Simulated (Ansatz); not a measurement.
One change: `[SeH][SiH2][SeH]` becomes `Cl[SiH2][SeH]`.

Ansatz, PBE0-D4/def2-TZVP geometries, multiplicity 1. Each molecule was computed in one conformer, which needn't be the lowest.

Scalar relativity is left out up to krypton.

```json
{"property": "HOMO–LUMO gap (B3LYP/def2-TZVPP) / eV", "`[SeH][SiH2][SeH]`": "5.95"}
{"property": "zero-point energy (PBE0-D4/def2-TZVP) / kJ/mol", "`[SeH][SiH2][SeH]`": "88.9"}
{"property": "HOMO energy (PBE0/def2-TZVPP) / eV", "`[SeH][SiH2][SeH]`": "-7.04"}
{"property": "HOMO energy (B3LYP/def2-TZVPP) / eV", "`[SeH][SiH2][SeH]`": "-6.81"}
{"property": "HOMO energy (PBE/def2-TZVPP) / eV", "`[SeH][SiH2][SeH]`": "-5.92"}
{"property": "LUMO energy (PBE/def2-TZVPP) / eV", "`[SeH][SiH2][SeH]`": "-1.47"}
```

(1) Give the same properties after the change, and the shifts. (Best estimate.)

Results:

(1) Ansatz gave: 
```csv
property,`Cl[SiH2][SeH]`,shift
HOMO–LUMO gap (B3LYP/def2-TZVPP) / eV,6.51,0.56
zero-point energy (PBE0-D4/def2-TZVP) / kJ/mol,70.4,-18.5
HOMO energy (PBE0/def2-TZVPP) / eV,-7.34,-0.30
HOMO energy (B3LYP/def2-TZVPP) / eV,-7.09,-0.28
HOMO energy (PBE/def2-TZVPP) / eV,-6.17,-0.25
LUMO energy (PBE/def2-TZVPP) / eV,-1.24,0.23
```

With PBE0 the HOMO falls by 0.30 eV and the LUMO rises by 0.26 eV, so the gap widens by about 0.56 eV. PBE moves the HOMO by -0.25 eV and ωB97M-V by -0.35 eV. The zero-point energy changes by -18.5 kJ/mol with -3 modes.

B3LYP here is the variant with VWN-RPA as its local correlation; programs differ in this.

Spin–orbit coupling is left out; it splits and shifts lone-pair levels of the heavy atoms by tenths of an eV.
